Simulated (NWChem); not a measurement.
sulfur difluoride (SF2); SMILES FSF

Program: NWChem. Structure relaxed at the PBE0/def2-SVP level. Level: PBE0/def2-SVPD; the question gives the wavelength of the field.

Task: What does the run give for field 1065 nm? Quantities: isotropic polarisability (bohr³); anisotropy (bohr³).

Result: 
| Item | Result |
|---|---|
| isotropic polarisability (bohr³) | 23.8 |
| anisotropy (bohr³) | 4.1 |
